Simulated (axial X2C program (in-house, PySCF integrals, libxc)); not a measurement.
Values are calculated unless marked as measured or tabulated.
AsS⁺: input and output

Program: an in-house relativistic program for diatomic molecules.

Input file and command:
```json
{"zs": [33, 16], "q": 1, "bas": ["dyall-cv3z", "dyall-av3z"], "levels": ["PBE0", "HF", "PBEsol"], "cc": true, "r0": 2.08, "thr": -2.0, "nmax": 90, "npts": 10, "nst": 2, "ntry": 6}
```
```bash
python so2c.py task.json out
```

Keys: zs atomic numbers; q charge; bas basis sets; levels methods; cc coupled cluster on or off; r0 starting distance in Å; thr threshold in hartree for freezing inner shells (an s shell follows its p shell); nmax most natural virtual spinors; npts points on the curve; nst determinants followed; ntry starts of the search. HF also brings MP2.

Output of the HF step, scalar-relativistic, at R = 1.941 Å for the state M_S = 0, Λ = 0. It starts from PBE0 orbitals of this distance.

```
spin-free X2C-1e  HF
basis functions 165  fitting functions 906  grid points 5076
iter        total energy     max residual
   1      -2657.421137055     2.97e-01
   2      -2657.447550793     6.61e-03
   3      -2657.448347031     3.19e-03
   4      -2657.448463049     8.44e-04
   5      -2657.448492097     2.31e-04
   6      -2657.448496075     2.29e-04
   7      -2657.448497434     5.39e-05
   8      -2657.448497670     2.81e-05
   9      -2657.448497697     3.91e-06
  10      -2657.448497698     1.44e-06
converged
one-electron -3970.10009237  Coulomb 1276.29509474  exact exchange -107.59278773  xc functional 0.00000000  nuclear repulsion 143.94928767
correlated 10  virtual 232  natural virtual 88  E(MP2) -0.288151543  MP2 remainder -0.007082793
iter   CCSD correlation   residual
   1     -0.281931114   1.67e-01
   2     -0.292236839   7.43e-02
   3     -0.295946991   2.95e-02
   4     -0.296109298   9.92e-03
   5     -0.296183846   3.96e-03
   6     -0.296173050   8.99e-04
   7     -0.296176294   2.39e-04
   8     -0.296178923   7.86e-05
   9     -0.296177971   2.66e-05
  10     -0.296178240   6.90e-06
  11     -0.296178039   2.30e-06
  12     -0.296178038   7.70e-07
(T) -0.020294333  T1 0.0318  D1 0.0458  max T2 0.095
```
Energies are in hartree; totals compare only within one Hamiltonian and basis. T1 in the output is the amplitude norm over the root of the electron number; divide by √2 for the Lee–Taylor value.
